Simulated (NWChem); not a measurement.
System: C2H4FGaO; SMILES [CH]([Ga]([OH])[F])=C

NWChem input:

```
start job
memory heap 200 mb stack 900 mb global 1100 mb
geometry units angstroms
  Ga    -0.017768     0.290019    -0.000253
  F     -1.019437     1.735574    -0.000263
  C     -0.749769    -1.491569    -0.000680
  C      0.048084    -2.566984     0.000897
  H     -1.836642    -1.631808    -0.002131
  H     -0.356678    -3.586615     0.000774
  H      1.140653    -2.484396     0.002361
  O      1.725567     0.623213     0.000337
  H      1.939490     1.562324     0.000349
end
basis spherical
  * library 3-21g
end
dft
  xc b3lyp
  iterations 150
end
driver
  maxiter 120
end
task dft optimize
task dft freq
```

NWChem printed, in part:

```
             Northwest Computational Chemistry Package (NWChem) 7.3.0
             --------------------------------------------------------

 CS  symmetry detected

                             Geometry "geometry" -> ""
                             -------------------------

 Output coordinates in angstroms (scale by  1.889725989 to convert to a.u.)

  No.       Tag          Charge          X              Y              Z
 ---- ---------------- ---------- -------------- -------------- --------------
    1 Ga                  31.0000    -0.02881217     0.30408197     0.00000000
    2 F                    9.0000    -1.02686130     1.75213848     0.00000000
    3 C                    6.0000    -0.76526839    -1.47566899     0.00000000
    4 C                    6.0000     0.02989198    -2.55307699     0.00000000
    5 H                    1.0000    -1.85248929    -1.61318811     0.00000000
    6 H                    1.0000    -0.37741982    -3.57169210     0.00000000
    7 H                    1.0000     1.12266463    -2.47322294     0.00000000
    8 O                    8.0000     1.71535110     0.63291321     0.00000000
    9 H                    1.0000     1.93162302     1.57148605     0.00000000

 Effective nuclear repulsion energy (a.u.)     351.7095831193

      Symmetry information
      --------------------

 Group name             Cs
 Group number              2
 Group order               2
 No. of unique centers     9

                                Z-matrix (autoz)
                                --------

 Units are Angstrom for bonds and degrees for angles

      Type          Name      I     J     K     L     M      Value
      ----------- --------  ----- ----- ----- ----- ----- ----------
    1 Stretch                  1     2                       1.75868
    2 Stretch                  1     3                       1.92611
    3 Stretch                  1     8                       1.77489
    4 Stretch                  3     4                       1.33906
    5 Stretch                  3     5                       1.09588
    6 Stretch                  4     6                       1.09703
    7 Stretch                  4     7                       1.09569
    8 Stretch                  8     9                       0.96317
    9 Bend                     1     3     4               121.09189
   10 Bend                     1     3     5               119.68852
   11 Bend                     1     8     9               113.65275
   12 Bend                     2     1     3               122.94444
   13 Bend                     2     1     8               113.89913
   14 Bend                     3     1     8               123.15643
   15 Bend                     3     4     6               121.77663
   16 Bend                     3     4     7               122.24903
   17 Bend                     4     3     5               119.21959
   18 Bend                     6     4     7               115.97434
   19 Torsion                  1     3     4     6         180.00000
   20 Torsion                  1     3     4     7           0.00000
   21 Torsion                  2     1     3     4         180.00000
   22 Torsion                  2     1     3     5           0.00000
   23 Torsion                  2     1     8     9           0.00000
   24 Torsion                  3     1     8     9         180.00000
   25 Torsion                  4     3     1     8           0.00000
   26 Torsion                  5     3     1     8         180.00000
   27 Torsion                  5     3     4     6          -0.00000
   28 Torsion                  5     3     4     7         180.00000

[...]

      ----------------------
      Optimization converged
      ----------------------

  Step       Energy      Delta E   Gmax     Grms     Xrms     Xmax
  ---- ---------------- -------- -------- -------- -------- --------
@    7   -2167.83753524 -3.3D-08  0.00002  0.00001  0.00023  0.00052
                                     ok       ok       ok       ok

                                Z-matrix (autoz)
                                --------

 Units are Angstrom for bonds and degrees for angles

      Type          Name      I     J     K     L     M      Value     Gradient
      ----------- --------  ----- ----- ----- ----- ----- ---------- ----------
    1 Stretch                  1     2                       1.72140   -0.00000
    2 Stretch                  1     3                       1.90770    0.00000
    3 Stretch                  1     8                       1.73651    0.00001
    4 Stretch                  3     4                       1.33547    0.00000
    5 Stretch                  3     5                       1.08851   -0.00000
    6 Stretch                  4     6                       1.08776    0.00001
    7 Stretch                  4     7                       1.08631    0.00001
    8 Stretch                  8     9                       0.98530   -0.00001
    9 Bend                     1     3     4               122.85035    0.00001
   10 Bend                     1     3     5               119.46883   -0.00002
   11 Bend                     1     8     9               122.99569    0.00000
   12 Bend                     2     1     3               122.90198   -0.00001
   13 Bend                     2     1     8               115.00638   -0.00001
   14 Bend                     3     1     8               122.09164    0.00002
   15 Bend                     3     4     6               122.40725   -0.00000
   16 Bend                     3     4     7               121.78167    0.00000
   17 Bend                     4     3     5               117.68083    0.00001
   18 Bend                     6     4     7               115.81108    0.00000
   19 Torsion                  1     3     4     6         180.00000    0.00000
   20 Torsion                  1     3     4     7           0.00000    0.00000
   21 Torsion                  2     1     3     4         180.00000    0.00000
   22 Torsion                  2     1     3     5           0.00000    0.00000
   23 Torsion                  2     1     8     9           0.00000    0.00000
   24 Torsion                  3     1     8     9         180.00000    0.00000
   25 Torsion                  4     3     1     8           0.00000    0.00000
   26 Torsion                  5     3     1     8         180.00000    0.00000
   27 Torsion                  5     3     4     6          -0.00000    0.00000
   28 Torsion                  5     3     4     7         180.00000    0.00000

[...]

 Rotational Constants
 --------------------
 A=   0.209152 cm-1  (  0.300917 K)
 B=   0.086197 cm-1  (  0.124015 K)
 C=   0.061041 cm-1  (  0.087822 K)

 Temperature                      =   298.15K
 frequency scaling parameter      =   1.0000

 Zero-Point correction to Energy  =   36.370 kcal/mol  (  0.057959 au)
 Thermal correction to Energy     =   40.808 kcal/mol  (  0.065032 au)
 Thermal correction to Enthalpy   =   41.400 kcal/mol  (  0.065975 au)

 Total Entropy                    =   87.023 cal/mol-K
   - Translational                =   40.526 cal/mol-K (mol. weight = 131.9503)
   - Rotational                   =   26.774 cal/mol-K (symmetry #  =        1)
   - Vibrational                  =   19.723 cal/mol-K

 Cv (constant volume heat capacity) =   22.321 cal/mol-K
   - Translational                  =    2.979 cal/mol-K
   - Rotational                     =    2.979 cal/mol-K
   - Vibrational                    =   16.362 cal/mol-K

[normal modes left out]

 ----------------------------------------------------------------------------
 Normal Eigenvalue ||           Projected Infra Red Intensities
  Mode   [cm**-1]  || [atomic units] [(debye/angs)**2] [(KM/mol)] [arbitrary]
 ------ ---------- || -------------- ----------------- ---------- -----------
    1       -0.000 ||    0.000268           0.006         0.261       0.102
    2        0.000 ||    0.000006           0.000         0.006       0.002
    3        0.000 ||    0.000054           0.001         0.052       0.020
    4        0.000 ||    0.000072           0.002         0.070       0.027
    5        0.000 ||    0.000000           0.000         0.000       0.000
    6        0.000 ||    0.000123           0.003         0.120       0.047
    7       11.057 ||    0.000204           0.005         0.199       0.078
    8      122.250 ||    0.000146           0.003         0.142       0.056
    9      165.201 ||    0.013612           0.314        13.269       5.172
   10      241.254 ||    0.037255           0.859        36.318      14.154
   11      309.963 ||    0.003853           0.089         3.756       1.464
   12      354.183 ||    0.201488           4.648       196.420      76.553
   13      515.973 ||    0.032552           0.751        31.733      12.368
   14      615.229 ||    0.013701           0.316        13.357       5.206
   15      654.317 ||    0.166643           3.845       162.452      63.314
   16      782.847 ||    0.062496           1.442        60.924      23.744
   17      831.502 ||    0.026357           0.608        25.694      10.014
   18     1061.004 ||    0.051807           1.195        50.504      19.683
   19     1064.961 ||    0.007336           0.169         7.151       2.787
   20     1090.782 ||    0.014793           0.341        14.421       5.620
   21     1347.513 ||    0.002976           0.069         2.901       1.131
   22     1503.332 ||    0.017428           0.402        16.989       6.621
   23     1676.601 ||    0.009600           0.221         9.359       3.648
   24     3133.783 ||    0.012734           0.294        12.414       4.838
   25     3150.413 ||    0.007999           0.185         7.798       3.039
   26     3214.072 ||    0.011664           0.269        11.371       4.432
   27     3607.140 ||    0.015477           0.357        15.088       5.880
 ----------------------------------------------------------------------------
```

Level: B3LYP/3-21G.
